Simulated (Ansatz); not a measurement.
Input file for Ansatz (a first-principles code): U-CCSD(T)/cc-pVDZ on FGeH3 (SMILES [F][GeH3]), a point of a bond scan (R = 1.381 Å). The run froze 15 orbitals, filled d shells among them.

Ansatz 0.2 input:
```yaml
crystal:
  periodic: [false, false, false]
  atoms:
    - {symbol: Ge, position_ang: [-0.30048691, 0.12261230, -0.05789716]}
    - {symbol: F, position_ang: [1.29808634, -0.52967815, 0.25011245]}
    - {symbol: H, position_ang: [-0.87824901, -0.70625813, -0.99929918]}
    - {symbol: H, position_ang: [-0.08538108, 1.54898424, -0.58096857]}
    - {symbol: H, position_ang: [-1.03936991, 0.09288033, 1.28656520]}
basis:
  gaussian:
    orbitals: cc-pVDZ
correlation: {method: ccsd_t, electrons: outside_noble_gas}
scf: {omitted_lower_state_checks: [cluster_reference]}
magnetization: {spin_polarized: true, initial_magnetization: 0}
```

Output:

```
WARN ansatz: RAYON_NUM_THREADS=1 ignored (pool sized by the plan → 1); use --threads N
Functional definition: HF
these checks for a lower state are left out or cut short: cluster_reference
integrals: 0.04 GiB planned
584 factors; integrals over basis functions are off by at most 9.2e-4 eV
mean field: 0.16 GiB planned
mean field evaluation 1: about -59224.9921 eV, gradient 1.9e1 eV
mean field evaluation 2: about -59224.9963 eV, gradient 1.9e1 eV
mean field evaluation 4: about -59226.4927 eV, gradient 1.1e0 eV
mean field evaluation 8: about -59226.5037 eV, gradient 2.2e-4 eV
mean field -59226.50365676 eV, -2176.5338642199 hartree, gradient 1.6e-6 eV, S^2 0.000000; 0 other end points of the search recorded, 0 dependent functions left out
15 core orbitals not correlated
reference -59226.50365676 eV, -2176.5338642199 hartree; 7, 7 occupied and 34, 34 virtual orbitals, 584 factors
second order -7.93620340 eV of doubles, -0.00000000 eV of singles
coupled cluster: 0.12 GiB planned
cycle   1  -8.26637568 eV  change   -3.3e-1 eV  update   7.3e-2
cycle   2  -8.49859077 eV  change   -2.3e-1 eV  update   2.2e-2
cycle   3  -8.56763204 eV  change   -6.9e-2 eV  update   1.2e-2
cycle   4  -8.56542648 eV  change    2.2e-3 eV  update   2.3e-3
cycle   5  -8.56450912 eV  change    9.2e-4 eV  update   8.4e-4
cycle   6  -8.56453094 eV  change   -2.2e-5 eV  update   2.2e-4
cycle   7  -8.56446205 eV  change    6.9e-5 eV  update   6.9e-5
cycle   8  -8.56444901 eV  change    1.3e-5 eV  update   2.0e-5
cycle   9  -8.56445429 eV  change   -5.3e-6 eV  update   6.7e-6
perturbative correction -0.13247241 eV, -0.0048682711 hartree
Total energy: -59235.20058346 eV, -2176.8534703809 hartree
Checks for a lower state left out: cluster_reference
```

The run converged.

Cost: around 4 core-seconds (rough).
